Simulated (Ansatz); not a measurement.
Basis sets compared for Al₅Sb₄H₁₆⁻, a cluster cut from zinc blende AlSb (hydrogen-capped). The state is a singlet with charge -1. Geometry PBE-D4/def2-SVP. Ansatz on 4 threads of Arm Neoverse V2 on a shared host; times are rough, and most runs start from earlier orbitals.

```xyz
25

Sb    2.079    0.990   -0.640
Sb   -1.640    0.291   -2.245
Sb    0.704   -2.558    0.839
Sb   -1.303    0.869    1.805
Al    3.035   -1.479   -0.115
Al    0.826    1.199   -3.021
Al    0.964    2.330    1.449
Al   -3.184    1.067   -0.120
Al   -0.989   -1.628    2.781
H     3.533    1.866   -0.942
H    -1.534   -1.423   -2.176
H    -2.650    0.312   -3.641
H     0.976   -4.236    1.132
H    -0.283   -2.823   -0.547
H    -2.078    1.660    3.127
H     3.440   -2.295   -1.444
H     4.028   -1.477    1.155
H     1.397    0.175   -4.127
H     0.567    2.740   -3.417
H     0.559    3.812    0.959
H     1.907    2.152    2.744
H    -3.542    2.607   -0.439
H    -4.371   -0.010    0.044
H    -0.102   -1.634    4.127
H    -2.338   -2.506    2.711
```

In the def2 sets Sb takes a core potential; there is no spin–orbit coupling.

| level | functions | energy (Eh) | HOMO (eV) | LUMO (eV) | wall time |
| --- | --- | --- | --- | --- | --- |
| PBE-D4/def2-SVP (with forces) | 274 | -2181.8484 | -3.13 | 0.49 | 9 s |
| PBE0-D4/def2-SVP | 274 | -2182.0481 | -4.10 | 1.12 | 14 s |

(1) Estimate the rows for PBE-D4/def2-SVPD, PBE0-D4/def2-SVPD.

## Answers

(1) 
```json
{"level": "PBE-D4/def2-SVPD", "functions": "376", "energy (Eh)": "-2181.8636", "HOMO (eV)": "-3.21", "LUMO (eV)": "0.36", "wall time": "16 s"}
{"level": "PBE0-D4/def2-SVPD", "functions": "376", "energy (Eh)": "-2182.0604", "HOMO (eV)": "-4.12", "LUMO (eV)": "1.01", "wall time": "36 s"}
```
